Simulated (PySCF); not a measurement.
Geometries of 3 isomers of C8H8, from PBE0-D3(BJ)/def2-SVP geometry optimisation, gas phase (PySCF). One conformer each, no zero-point energy, no frequencies.

Question: Which is lowest in electronic energy at this level?
A.
```xyz
16
angstrom
C      3.994    1.905    1.946
C      3.266    1.439    1.094
C      2.437    0.904    0.067
C      1.330    0.220    0.289
C      0.228   -0.446    0.509
C     -1.149    0.162    0.617
C     -2.053   -0.313   -0.482
C     -3.155   -1.042   -0.303
H      4.632    2.316    2.707
H      2.752    1.078   -0.972
H      0.292   -1.539    0.604
H     -1.585   -0.104    1.594
H     -1.059    1.260    0.586
H     -1.749   -0.038   -1.500
H     -3.487   -1.339    0.697
H     -3.771   -1.364   -1.147
```
B.
```xyz
16
angstrom
C     -2.271    2.889   -0.205
C     -1.726    1.832    0.031
C     -1.104    0.570    0.307
C     -1.948   -0.587    0.237
C     -2.683   -1.549    0.168
C      0.215    0.490    0.616
C      0.963   -0.764    0.903
C      2.067   -1.033   -0.118
H     -2.749    3.828   -0.413
H     -3.333   -2.402    0.107
H      0.777    1.430    0.634
H      0.263   -1.613    0.941
H      1.414   -0.677    1.908
H      2.626   -1.945    0.141
H      1.647   -1.166   -1.126
H      2.787   -0.201   -0.163
```
C.
```xyz
16
angstrom
C      3.636    0.865   -0.008
C      3.093   -0.360    0.084
C      1.705   -0.625    0.206
C      0.515   -0.872    0.311
C     -0.863   -1.178    0.435
C     -1.830   -0.256    0.435
C     -3.253    0.052    0.509
C     -2.201    1.149    0.348
H      3.016    1.766    0.006
H      4.717    0.991   -0.100
H      3.751   -1.238    0.067
H     -1.137   -2.235    0.538
H     -3.762   -0.035    1.476
H     -3.889   -0.184   -0.352
H     -2.122    1.653   -0.623
H     -1.996    1.799    1.206
```

Answer: C. That is `C=CC#CC=C1CC1`, 9.8 kcal/mol below the next.

| SMILES | atoms numbered as above | E (Eh) | relative (kcal/mol) | relative (kJ/mol) | dipole (D) |
| --- | --- | --- | --- | --- | --- |
| C=CC#CC=C1CC1 | [CH2:1]=[CH:2][C:3]#[C:4][CH:5]=[C:6]1[CH2:7][CH2:8]1 | -308.92877 | 0.0 | 0.0 | 0.87 |
| C#CC(C#C)=CCC | [CH:1]#[C:2][C:3]([C:4]#[CH:5])=[CH:6][CH2:7][CH3:8] | -308.91321 | 9.8 | 40.8 | 1.15 |
| C#CC=C=CCC=C | [CH:1]#[C:2][CH:3]=[C:4]=[CH:5][CH2:6][CH:7]=[CH2:8] | -308.91243 | 10.3 | 42.9 | 0.88 |

As drawn, the lowest has a three-membered ring, which the highest lacks; the highest has cumulated double bonds, which the lowest lacks.
